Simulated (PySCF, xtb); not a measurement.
C2H6FNSi2, SMILES [Si@H]1(F)C=C[Si@H]1N.

GFN2-xTB (xtb) at its own geometry gives an orbital gap of 3.22 eV and a dipole moment of 1.88 D.

Geometry: B3LYP-D3(BJ)/def2-SVP. The structure was generated by enumeration; whether it is a known compound was not checked. The values are those of a single conformer.

Question: What does PySCF with PBE/def2-TZVP give? (Estimate from the structure and the level; the computed values follow.)

Answer: gap 3.71 eV (levels -5.67 and -1.97 eV), dipole 1.70 D.
